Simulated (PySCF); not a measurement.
Method: PBE-D3(BJ)/def2-TZVP // B3LYP-D3(BJ)/def2-TZVP (PySCF 2.14.0). Isolated molecules, 0 K electronic values unless said otherwise. One relaxed conformer stands for a flexible species; it need not be the lowest. Excitations are Tamm–Dancoff values on a coarser integration grid. The basis has no diffuse functions, so Rydberg states are missing or too high.

Reference species (SMILES): `[OH][Ga]([OH])[OH]` (neutral, multiplicity 1).

```yaml
S1 oscillator strength: 0.000
HOMO–LUMO gap: 5.20 eV
S1–T1 gap (TDA): 0.29 eV
T1 excitation (TDA): 5.02 eV
```

Changed species: `[OH][Ga]([OH])[SH]` (1 of 3 OH replaced by SH; the reference has 0 of 3 OH replaced by SH).

What does the change do to the S1 oscillator strength, HOMO–LUMO gap, S1–T1 gap (TDA) and T1 excitation (TDA)?

the S1 oscillator strength is nearly the same; the HOMO–LUMO gap drops by 0.46 eV, to 4.74 eV; the S1–T1 gap (TDA) rises by 0.02 eV, to 0.31 eV; the T1 excitation (TDA) falls by 0.47 eV, to 4.55 eV.
